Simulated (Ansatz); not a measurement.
Frontier orbitals of `O=CB(O)[SiH3]`.

Total charge 0; spin multiplicity 1. The geometry is a stationary point of PBE0-D4/def2-TZVP. It is one conformer, not always the lowest. Basis def2-TZVPP, the Gaussian-basis code of Ansatz.

```
             functional  HOMO (eV)  LUMO (eV)  gap (eV)
            LDA (SPW92)      -6.17      -4.04      2.13
                    PBE      -6.02      -3.77      2.25
                 revPBE      -5.96      -3.67      2.29
                   PBE0      -7.48      -2.73      4.75
                r2SCAN0      -7.66      -2.65      5.01
HSE06 (plane-wave form)      -7.08      -3.12      3.96
                LC-ωPBE     -10.19      -0.29      9.90
                ωB97M-V      -9.76      -0.50      9.26
```

A quarter of exact exchange (PBE0) shifts PBE's HOMO by −1.46 eV and its LUMO by +1.04 eV; full exchange at long range (ωB97M-V) shifts them by −3.73 and +3.28 eV. The gap opens from 2.25 to 9.26 eV, since occupied levels lose self-interaction and empty ones feel all the electrons.

LC-ωPBE has ω = 0.4 bohr⁻¹.
